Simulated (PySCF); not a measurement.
Al(F)2(SiH3), H3AlF2Si, SMILES [F][Al]([F])[SiH3] (B3LYP/def2-SVP optimised geometry):

```
7

Al    -1.322    -1.524    -1.982
F     -2.061    -3.011    -1.910
F     -1.155    -0.864    -3.498
Si    -0.507    -0.373     0.000
H     -0.974     1.045     0.000
H      0.987    -0.373     0.000
H     -0.987    -1.045     1.242
```

Method: B3LYP/def2-TZVP (PySCF 2.14.0).

Q: What are the frontier orbital energies and the dipole moment?

A: HOMO-2 -10.07 eV, HOMO-1 -10.03 eV, HOMO -8.54 eV, LUMO -1.73 eV, LUMO+1 -1.08 eV; dipole moment 1.98 D.

On the same geometry PBE/def2-TZVP in PySCF gives HOMO-2 -8.94 eV, HOMO-1 -8.88 eV, HOMO -7.57 eV, LUMO -2.29 eV, LUMO+1 -1.62 eV; dipole moment 1.93 D.

Meta-Löwdin charges at B3LYP/def2-TZVP: Al1 1.13, F2 -0.53, F3 -0.53, Si4 0.13, H5 -0.07, H6 -0.06, H7 -0.07.
